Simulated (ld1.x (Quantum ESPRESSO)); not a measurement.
Results of a calculation; reference values are marked as such.
**Potentials for N compared**

Generated with ld1.x 7.5 (TM, RRKJ, ultrasoft, PAW), atompaw 4.2 or ONCVPSP 4.0.1. The cutoff is in Ry: for ld1.x and atompaw files where the sum of valence levels is converged to 10 mRy in a Bessel basis, for ONCV files where the hardest occupied wave has 1 mHa per electron of residual kinetic energy. The error is the largest all-electron minus pseudo excitation energy over each file’s own four to seven test configurations (ionisations up to +4, promotions, holes and added fractions of an electron), all of which were solved. The labels leave out finer settings (local radius, basis sizes, second energies), which also bear on the numbers. Spin-polarised tests are not counted. The rows are a selection from randomly drawn settings: files with unsolved tests, undetermined cutoffs or missed reference levels are left out.

| potential | cutoff (Ry) | largest error (meV) | bound ghosts |
| --- | --- | --- | --- |
| TM semilocal, LDA (PZ), non-relativistic, rc 0.90/1.45 (sp), local s, core correction no, reference 2s2 2p2 | 60 | +446 | none |
| TM, LDA (PZ), non-relativistic, rc 0.75/1.85 (sp), local s, core correction yes, reference 2s2 2p2 | 110 | +1415 | none |
| TM, PBE, scalar-relativistic, rc 0.95/1.10/0.85 (spd), local smoothed, core correction yes, reference 2s2 2p3 | 90 | +232 | none |
| TM, LDA (PZ), scalar-relativistic, rc 1.00/1.25/1.30 (spd), local s, core correction yes, reference 2s2 2p3 | 70 | +332 | none |
| ultrasoft, LDA (PZ), scalar-relativistic, rc 0.90/2.05 (sp), local smoothed, core correction yes, reference 2s2 2p2.5 | 35 | -16 | none |
| PAW, PBEsol, scalar-relativistic, rc 0.80/1.50/1.14 (spd), local smoothed, core correction yes, reference 2s2 2p1 | 50 | -20 | none |

**Question.** Fill in the row for N: RRKJ, BLYP, scalar-relativistic, rc 1.10/1.85/1.50 (spd), local d, core correction yes, reference 2s1.5 2p3.5.

**Answer.** cutoff 60 Ry, largest error +1807 meV, bound ghosts: none.

**Question.** Fill in the row for N: PAW, PBE, scalar-relativistic, rc 1.10/1.85/1.75 (spd), local smoothed, core correction yes, reference 2s2 2p2.

**Answer.** cutoff 18 Ry, largest error +87 meV, bound ghosts: none.
